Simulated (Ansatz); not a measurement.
Correlation energies of AlBrH5NSi, SMILES `[AlH2][NH][SiH2]Br` by basis set

```xyz
9

Al    0.7189    0.6356    1.5451
N     0.1368    0.6291   -0.1481
Si   -0.3776   -0.7007   -1.0888
Br   -2.6044   -0.8066   -1.2661
H     0.8605   -0.7605    2.2677
H     1.0682    2.0382    2.1848
H     0.0246    1.5313   -0.5940
H     0.1132   -0.6230   -2.4840
H     0.0597   -1.9434   -0.4165
```

Total charge 0; spin multiplicity 1. Correlated methods include outer-core shells of Br, which these sets cover unevenly. Scalar relativity is left out up to krypton. The geometry is a stationary point of PBE0-D4/def2-TZVP. It is one conformer, not always the lowest. Frozen core, restricted reference, Ansatz.

| basis | HF (Eh) | MP2 corr. |
| --- | --- | --- |
| def2-SVP | -3160.20765 | -0.56113 |
| def2-TZVPP | -3160.78355 | -0.68959 |
| def2-QZVPP | -3160.85247 | -1.03862 |

(1) Estimate the CCSD correlation energy and the (T) correction in each basis where they were run (hartree).

Results:

(1) 
```csv
basis,CCSD corr.,(T)
def2-SVP,-0.60016,-0.01437
def2-TZVPP,-0.72868,-0.02584
```
